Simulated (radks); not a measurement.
Values are calculated unless marked as measured or tabulated.
Effect of the nuclear size on neutral technetium, [Kr] 4d5 5s2. Code: a radial shooting solver on a logarithmic mesh with Libxc functionals. Model: Dirac Kohn-Sham, relativistic LDA (MacDonald-Vosko exchange, VWN5 correlation), spin-unpolarised, spherical densities, finite nucleus; open shells are shared between the two j in proportion to 2j + 1; Fermi nuclear charge, rms radius 4.4112 fm. The rms radius is varied about that value; shifts are against it.

| rms radius (fm) | total energy shift (eV) | density at nucleus (e/bohr^3) | 1s1/2 shift (meV) | 2s1/2 shift (meV) | 4s1/2 shift (meV) | 4p1/2 shift (meV) |
|---|---|---|---|---|---|---|
| 3.6304 | -0.538 | 1.013e+05 | -226 | -24.4 | -0.716 | 0.096 |
| 4.1333 | -0.202 | 9.983e+04 | -84.9 | -9.16 | -0.269 | 0.036 |
| 4.4112 | 0 | 9.91e+04 | 0.000 | 0.000 | 0.000 | 0.000 |
| 4.7817 | 0.287 | 9.82e+04 | 121 | 13.0 | 0.383 | -0.051 |
| 5.0376 | 0.498 | 9.762e+04 | 209 | 22.6 | 0.663 | -0.088 |

Slopes of the eigenvalues against <r^2> in GHz/fm^2, as finite differences over the two radii next to the reference (eigenvalue slopes, not the field-shift constants of lines): 1s1/2 8600, 2s1/2 928, 4s1/2 27.3, 4p1/2 -3.64.
